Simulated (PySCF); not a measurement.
## Dipole response of V⁺ (vanadium, charge +1)

[Ar] 3d4, high-spin 5D determinant. All numbers are calculated (PySCF 2.14, no relativity, point nucleus, in aug-cc-pVTZ with one added diffuse shell each of s, p, d, f, g type (9s8p6d4f3g, 118 functions)). Coupled (time-dependent) response in atomic units; α is the mean over directions.

```json
{"method": "r2SCAN0", "mean α (bohr³)": "15.69", "α xx, yy, zz": "16.49, 16.49, 14.09", "C₆ (like pair)": "59.56", "S(−4)": "348.1"}
```

S(−4) is the Cauchy moment in α(ω) = α(0) + S(−4) ω² + …

α(iu) at r2SCAN0:

| u (hartree) | α(iu) (bohr³) |
| --- | --- |
| 0 | 15.69 |
| 0.0500 | 14.89 |
| 0.100 | 13.08 |
| 0.200 | 9.611 |
| 0.300 | 7.426 |
| 0.500 | 5.124 |
| 0.750 | 3.680 |
| 1.00 | 2.836 |
| 1.50 | 1.871 |
| 2.00 | 1.333 |
| 3.00 | 0.7705 |
| 5.00 | 0.3502 |

A single London oscillator, α(iu) = α/(1 + u²/ω²), gives C₆ = (3/4) ω α². Matching the computed C₆ needs ω = 4 × 59.56 / (3 × 15.69²) = 0.323 hartree.

For an ion, C₆ is the dispersion term alone; charge-induced terms of lower order in 1/R come first.

The components differ because the open shell of this determinant is not spherical; for a pure term their mean is the scalar polarisability.
